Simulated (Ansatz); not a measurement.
The same path of Cl2FHSi (5 atoms, charge 0, multiplicity 1) was run 3 times with different band settings. Lost on the way: Si1–H2, Si1–Cl3. Made: H2–Cl3.

Method: RKS PBE/def2-SVP in Ansatz 0.2.0.

Relaxed end points:

```xyz
5
Properties=species:S:1:pos:R:3
Si 0.187 -0.029 0.255
H -0.082 0.000 1.718
Cl 2.208 -0.035 -0.105
F -0.446 1.300 -0.433
Cl -0.693 -1.675 -0.603
```

```xyz
5
Properties=species:S:1:pos:R:3
Si -0.954 0.018 0.051
H 1.616 0.075 2.126
Cl 2.011 -0.064 0.896
F -0.667 1.221 -1.040
Cl -0.831 -1.690 -1.202
```

Common settings: spring 5.0 eV/Å²; optimiser quadratic models (default); start path through a guess of the saddle point; force threshold 0.05 eV/Å; iteration limit 60; end points relaxed.

| run | movable images | climbing image |
| --- | --- | --- |
| 1 | 5 | yes |
| 2 | 6 | no |
| 3 | 3 | yes |

Q: What does each run give, and how far can it be trusted?

A: Run 1: converged after 11 iterations, highest image 2.622 eV above the first end. Neighbouring images differ by up to 1.3 eV, so the band resolves the path poorly. A vibrational analysis at the climbing image gives one clearly imaginary mode, 767i cm⁻¹: a first-order saddle point.
Run 2: converged after 10 iterations, highest image 2.537 eV above the first end. No image climbed, so the highest image needn't sit at the top of the path.
Run 3: converged after 13 iterations, highest image 2.622 eV above the first end. Neighbouring images differ by up to 1.7 eV, so the band resolves the path poorly. Another band between the same ends (5 images) ends at a top of the same energy, where a vibrational analysis finds 1 clearly imaginary mode. So few images can step over the top or miss a turn of the path.
The orbitals stay closed-shell, which can raise the energy where a bond breaks towards radicals; this wasn't checked here.
